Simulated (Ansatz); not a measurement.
Isolated molecules relaxed with PBE0-D4/def2-TZVP in Ansatz; ΔE leaves out vibrations. CCSD(T)/CBS is the MP2 limit (def2-TZVPP, def2-QZVPP) plus CCSD(T) − MP2 in def2-TZVPP, frozen cores. This one scheme is used for every species. DFT in def2-TZVPP. For Ga outer-core shells are correlated without core-valence functions, which leaves a few kJ/mol of doubt a bond. Scalar relativity is left out up to krypton. Each species was taken in one conformer, which may not be the lowest.

Reaction (ligand exchange at the Si–C bond): `OC([SiH3])BF` + `[OH][GaH2]` → `[SiH3][O][GaH2]` + `OCBF`

Question: Is it downhill or uphill in electronic energy at CCSD(T)/CBS, and by how much? (Best estimate.)

Answer: Ansatz gave: Downhill: ΔE = -26.4 kcal/mol.

Question: What do these levels give: PBE0-D4, ωB97X-V, B2PLYP, PBE, SCS-MP2/def2-TZVPP, CCSD/def2-TZVPP, HF/def2-QZVPP, MP2/def2-QZVPP, SCS-MP2/def2-QZVPP, HF/CBS(def2), MP2/CBS(def2), CCSD/CBS(def2)? (Best estimate.)

Answer: The calculation gave: PBE0-D4 -24.1, ωB97X-V -26.3, B2PLYP -27.5, PBE -22.0, SCS-MP2/def2-TZVPP -28.2, CCSD/def2-TZVPP -27.7, HF/def2-QZVPP -34.4, MP2/def2-QZVPP -26.9, SCS-MP2/def2-QZVPP -28.3, HF/CBS(def2) -34.5, MP2/CBS(def2) -26.7, CCSD/CBS(def2) -27.6 kcal/mol.

Largest T1 diagnostic among the species: 0.015.

In def2-TZVPP, CCSD(T) changes the Hartree–Fock value by +7.6 kcal/mol (the triples alone add +1.2 kcal/mol) and MP2 by +7.2 kcal/mol. From PBE to PBE0 (25 % exact exchange), in def2-TZVPP and without D4, ΔE moves by −2.4 kcal/mol.
